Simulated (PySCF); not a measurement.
Gas-phase reaction: WO₃ + 6 Cl → WOCl₄ + 2 ClO

Energies from PySCF, thermal terms from the rigid-rotor harmonic-oscillator model, ideal gas at 1 bar. † marks an energy on the PBE0/def2-TZVP geometry and frequencies; other levels use their own. Open shells (unrestricted): Cl (multiplicity 2, electronic degeneracy 6), ClO (multiplicity 2, electronic degeneracy 4); the rest are closed-shell singlets. Spin-orbit splitting is ignored; it lowers the true energy and changes the entropy of Cl, ClO. B3LYP is the form with VWN-RPA correlation. W: scalar-relativistic def2 core potential, no spin-orbit coupling. The harmonic model lacks anharmonicity and excited electronic states, which grow with temperature; levels with a mode under 35 cm⁻¹ are left out. Soft modes under 120 cm⁻¹ make the harmonic entropy rough for WOCl₄.

ΔH° and ΔS° at 298 K: B3LYP/def2-TZVP† -787 kJ, -456 J/K; BLYP/def2-TZVP† -792 kJ, -456 J/K; PBE/def2-SVP -867 kJ, -450 J/K; PBE0/def2-QZVP† -873 kJ, -456 J/K; PBE0/def2-SVP† -802 kJ, -456 J/K; PBE0/def2-TZVP -873 kJ, -456 J/K.

Problem. With the heat capacities included, give log10 K (1 bar) at 800, 1200, 1400, 2000, 2500 K from B3LYP/def2-TZVP†, BLYP/def2-TZVP†, PBE/def2-SVP, PBE0/def2-QZVP†, PBE0/def2-SVP†, PBE0/def2-TZVP.

Solution. 
| T (K) | B3LYP/def2-TZVP† | BLYP/def2-TZVP† | PBE/def2-SVP | PBE0/def2-QZVP† | PBE0/def2-SVP† | PBE0/def2-TZVP |
|---|---|---|---|---|---|---|
| 800 | 27.5 | 27.8 | 33.1 | 33.2 | 28.5 | 33.1 |
| 1200 | 10.3 | 10.6 | 14.2 | 14.1 | 11.0 | 14.1 |
| 1400 | 5.4 | 5.6 | 8.8 | 8.7 | 6.0 | 8.6 |
| 2000 | -3.4 | -3.2 | -1.0 | -1.1 | -3.0 | -1.1 |
| 2500 | -7.5 | -7.4 | -5.5 | -5.7 | -7.2 | -5.7 |
